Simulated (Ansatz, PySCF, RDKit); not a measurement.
Pair of molecules: CH4O (SMILES CO) (first 6 atoms) with C2H3N (SMILES CC#N); geometry from B3LYP-D3(BJ)/def2-TZVP, rigid monomers moved along the line of their centres of mass till H6···N9 is 1.84 Å.
(charge 0, multiplicity 1):
```xyz
12

C     -0.58145     0.18713    -0.74374
O      0.25251    -0.73880    -0.07730
H     -1.63439     0.08618    -0.45138
H     -0.50570    -0.01386    -1.81303
H     -0.27434     1.22617    -0.56933
H      0.19256    -0.56496     0.87279
C     -0.28518     0.45819     5.15393
C     -0.17533     0.17779     3.73263
N     -0.08792    -0.04448     2.61012
H     -0.48458     1.51825     5.31127
H     -1.09942    -0.12286     5.58722
H      0.64440     0.19484     5.65874
```

Monomers are frozen at their geometry in the pair; levels with a basis set take the counterpoise correction. Rows marked so take none. RDKit's UFF carries no charges.

Rows in 6-31G* carry no dispersion term and start afresh at each structure (6-31G* with six Cartesian d functions).

Programs: Ansatz (a quantum-chemistry and plane-wave program) with Gaussian orbitals; PySCF for 6-31G* rows; RDKit for the force fields. 

Q: One of these levels gives 49.28 kcal/mol for the interaction energy. Name it.
A) HF/aug-cc-pVDZ
B) MMFF94
C) HF/6-31G* (no counterpoise)
D) UFF

A: D, UFF. The others give -5.03 (MMFF94), -2.42 (HF/6-31G* (no counterpoise)), -1.55 (HF/aug-cc-pVDZ)
